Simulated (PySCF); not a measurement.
C2H7InO2, SMILES C[CH2][In]([OH])[OH]. Geometry: PBE-D3(BJ)/def2-SVP. The structure was generated by enumeration; whether it is a known compound was not checked. The def2 effective core potentials stand for the cores of In; spin–orbit coupling is left out. Other conformers were not sampled.

Task: Give the equilibrium geometry at PBE-D3(BJ)/def2-SVP (PySCF confirms it by a frequency run) as Cartesian coordinates in Å. (The exact figures need the calculation; the answer reports its results.)

Result: This is not unique; one that fits is 
```xyz
12

In     0.1578     0.1258     0.2209
C     -0.3872    -1.6116    -0.9804
C     -1.4262    -1.3490    -2.0688
H     -0.7305    -2.3674    -0.2447
H      0.5729    -1.9806    -1.3954
H     -1.0808    -0.5965    -2.8071
H     -2.3877    -0.9840    -1.6530
H     -1.6529    -2.2772    -2.6372
O      1.5177     0.0457     1.7197
H      1.5924     0.9398     2.1075
O     -0.5159     2.0459     0.1173
H     -1.1776     2.1337    -0.5955
```
Charge 0, spin multiplicity 1.
